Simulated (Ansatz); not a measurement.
Stepwise reaction of `O[Si@H](F)[Si@H](O)F` with hydrogen, as a gas-phase model of exchange steps in deposition or etching. ΔE in kJ/mol.

Calculated with Ansatz (gas phase, PBE0-D4/def2-TZVP geometries, no zero-point term in ΔE). CCSD(T)/CBS adds triple-zeta CCSD(T) − MP2 to the extrapolated MP2 energy (def2 sets, frozen cores). This one scheme is used for every species. Functionals use def2-TZVPP. B3LYP here is the variant with VWN-RPA as its local correlation; programs differ in this. Each species was taken in one conformer, which may not be the lowest.

| step | reaction | PBE-D4 | B3LYP-D4 | ωB97M-V | CCSD(T)/CBS |
| --- | --- | --- | --- | --- | --- |
| 1 | `O[Si@H](F)[Si@H](O)F` + H₂ → `O[SiH](F)[SiH2]F` + H₂O | 83.5 | 88.5 | 88.5 | 84.8 |

Give the row of step 2, `O[SiH](F)[SiH2]F` + H₂ → `F[SiH2][SiH2]F` + H₂O. (An estimate is asked.)

Computed: 
```csv
step,reaction,PBE-D4,B3LYP-D4,ωB97M-V,CCSD(T)/CBS
2,`O[SiH](F)[SiH2]F` + H₂ → `F[SiH2][SiH2]F` + H₂O,87.1,91.7,92.1,88.0
```

By hand: ΔE of the 2 steps together at CCSD(T)/CBS.

(84.8) + (88.0) = 172.8 kJ/mol, or 86.4 kJ/mol a step.

In ΔE the steps differ by no more than 3.2 kJ/mol. All are uphill at CCSD(T)/CBS. PBE-D4 differs from CCSD(T)/CBS by -1.3 to -0.9 kJ/mol a step. Isolated molecules leave out the surface, adducts and barriers. Largest T1 diagnostic: 0.013.
